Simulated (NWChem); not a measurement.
System: CHBClF3O; SMILES OB(Cl)C(F)(F)F

```xyz
8

B     -0.4750     0.6114     0.0016
C      0.1199    -0.8914     0.0006
F      0.8616    -1.1457    -1.0794
F     -0.8988    -1.7829     0.0012
F      0.8629    -1.1458     1.0797
Cl     0.6169     1.9697    -0.0038
O     -1.7952     0.7943     0.0066
H     -2.2801    -0.0426     0.0087
```
Atoms are numbered in this order, from 1.

Structure relaxed at the PBE0/def2-SVP level.

Give the principal values of the shielding tensors (ppm) of B1, C2, F3, F4, Cl6 from PBE/pcSseg-1, GIAO (NWChem), with their diamagnetic and paramagnetic parts as GIAO splits them.


```tsv
atom	σ11	σ22	σ33	isotropic	diamagnetic	paramagnetic
B1	34.0	63.1	87.0	61.4	195.2	-133.9
C2	39.2	46.1	60.8	48.7	245.1	-196.4
F3	150.7	255.0	313.7	239.8	473.9	-234.1
F4	154.4	263.9	344.9	254.4	474.7	-220.3
Cl6	540.2	900.2	952.6	797.6	1148.0	-350.4
```
